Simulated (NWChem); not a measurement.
MoN2H2ClF; SMILES [NH]=[Mo](=[NH])([F])[Cl]

```xyz
7

Mo     0.0551    -0.2341     0.0000
N     -0.8138    -0.7325    -1.3859
H     -1.6086    -1.1433    -1.8735
N     -0.8138    -0.7325     1.3859
H     -1.6086    -1.1433     1.8735
F      1.7043    -1.0834     0.0000
Cl     0.0886     2.0528     0.0000
```
Atoms are numbered in this order, from 1.

Level: PBE0/def2-SVP with def2 effective core potentials on Mo (NWChem), optimised geometry, unscaled harmonic frequencies. def2 effective core potentials on Mo; no spin-orbit coupling.

```json
[
 {"frequency (cm⁻¹)": "141", "IR intensity (km/mol)": "4.0"},
 {"frequency (cm⁻¹)": "194", "IR intensity (km/mol)": "0.6"},
 {"frequency (cm⁻¹)": "230", "IR intensity (km/mol)": "9.8"},
 {"frequency (cm⁻¹)": "256", "IR intensity (km/mol)": "1.1"},
 {"frequency (cm⁻¹)": "313", "IR intensity (km/mol)": "8.0"},
 {"frequency (cm⁻¹)": "398", "IR intensity (km/mol)": "314.8"},
 {"frequency (cm⁻¹)": "413", "IR intensity (km/mol)": "23.3"},
 {"frequency (cm⁻¹)": "613", "IR intensity (km/mol)": "108.5"},
 {"frequency (cm⁻¹)": "627", "IR intensity (km/mol)": "0.0"},
 {"frequency (cm⁻¹)": "715", "IR intensity (km/mol)": "232.1"},
 {"frequency (cm⁻¹)": "766", "IR intensity (km/mol)": "60.4"},
 {"frequency (cm⁻¹)": "1024", "IR intensity (km/mol)": "140.4"},
 {"frequency (cm⁻¹)": "1061", "IR intensity (km/mol)": "50.2"},
 {"frequency (cm⁻¹)": "3622", "IR intensity (km/mol)": "167.4"},
 {"frequency (cm⁻¹)": "3627", "IR intensity (km/mol)": "227.2"}
]
```

```yaml
zero_point_energy: 20.0 kcal/mol
thermal correction to the enthalpy at 298.15 K (with zero-point energy): 24.8 kcal/mol
heat capacity Cv: 22.0 cal/(mol K)
entropy at 298.15 K and 1 atm (symmetry number 1): 82.3 cal/(mol K)
```

Rigid rotor and harmonic oscillator.
